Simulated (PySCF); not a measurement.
An unknown gives this computed stick spectrum. The calculation used TDDFT CAM-B3LYP/def2-SVPD, vertical, gas phase, core orbitals frozen in the response (PySCF). Geometries: PBE0-D3(BJ)/def2-SVP, one conformer each.

```json
{"state": "S1", "E (eV)": "6.46", "f": "0.039", "main configurations (H = HOMO, L = LUMO)": "H→L (84%)"}
{"state": "S2", "E (eV)": "6.88", "f": "0.235", "main configurations (H = HOMO, L = LUMO)": "H→L+1 (75%), H→L+2 (11%)"}
{"state": "S3", "E (eV)": "7.01", "f": "0.0032", "main configurations (H = HOMO, L = LUMO)": "H-1→L+1 (23%), H-1→L (20%), H-1→L+2 (18%)"}
{"state": "S4", "E (eV)": "7.15", "f": "0.066", "main configurations (H = HOMO, L = LUMO)": "H→L+2 (74%), H→L+1 (13%)"}
{"state": "S5", "E (eV)": "7.43", "f": "0.024", "main configurations (H = HOMO, L = LUMO)": "H→L+3 (29%), H-1→L (20%), H→L+4 (17%)"}
{"state": "S6", "E (eV)": "7.59", "f": "0.044", "main configurations (H = HOMO, L = LUMO)": "H→L+4 (60%), H-1→L (16%)"}
{"state": "S7", "E (eV)": "7.66", "f": "0.022", "main configurations (H = HOMO, L = LUMO)": "H-1→L (37%), H→L+3 (30%)"}
{"state": "S8", "E (eV)": "7.68", "f": "0.031", "main configurations (H = HOMO, L = LUMO)": "H-2→L (73%)"}
{"state": "S9", "E (eV)": "7.87", "f": "0.015", "main configurations (H = HOMO, L = LUMO)": "H-1→L+1 (34%), H-2→L+1 (23%), H-3→L (16%)"}
{"state": "S10", "E (eV)": "7.99", "f": "0.0085", "main configurations (H = HOMO, L = LUMO)": "H-3→L (42%), H-1→L+2 (25%)"}
```

Triplets computed (Tamm–Dancoff): 4.28, 6.35, 6.48, 6.97 eV.

Question: Which structure fits?
A. `C=C(C)[BH-]1[NH2+][BH2-][NH2+]1`
B. `Cc1cccc[n+]1[O-]`
C. `ONc1ccccc1`

Answer: A. Its S1, at 6.46 eV, is the highest among the candidates; the nearest of the others has S1 at 4.98 eV. S1 is HOMO→LUMO (84%). Löwdin shares by element: HOMO carbon 74%, boron 6% or more (atoms not listed hold the other 20%); LUMO boron 44%, hydrogen 15% or more (atoms not listed hold the other 40%). At the same level the other candidates give, for their lowest levels:
- `Cc1cccc[n+]1[O-]`: 4.52 eV (f 0.035); 4.57 eV (f 0.000); 4.94 eV (f 0.171); 5.81 eV (f 0.000); 6.11 eV (f 0.304); T1 2.71 eV; HOMO -7.54, LUMO -0.18 eV
- `ONc1ccccc1`: 4.98 eV (f 0.029); 5.57 eV (f 0.111); 5.82 eV (f 0.027); 6.25 eV (f 0.002); 6.60 eV (f 0.005); T1 3.89 eV; HOMO -7.35, LUMO 0.84 eV

The values belong to the conformer `[CH2:1]=[C:2]([CH3:3])[BH-:4]1[NH2+:5][BH2-:6][NH2+:7]1`: C1–C2–B4–N5 114°.
